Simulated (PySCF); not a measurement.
SMILES [Br][Hg][Br] (Br2Hg) (PBE0/def2-SVP optimised geometry):

```
3

Hg     0.000     0.000     0.000
Br     2.414     0.000     0.000
Br    -2.414     0.000     0.000
```

Computed with PBE0/def2-TZVP, def2 effective core potentials past Kr (PySCF).

Q: What are the frontier orbital energies and the dipole moment?

A: HOMO-2 -8.92 eV, HOMO-1 -8.41 eV, HOMO -8.41 eV, LUMO -2.62 eV, LUMO+1 -0.75 eV; dipole moment 0.00 D.

On the same geometry PySCF with PBE/def2-TZVP, def2 effective core potentials past Kr gives HOMO-2 -7.64 eV, HOMO-1 -7.15 eV, HOMO -7.15 eV, LUMO -3.48 eV, LUMO+1 -1.39 eV; dipole moment 0.00 D.
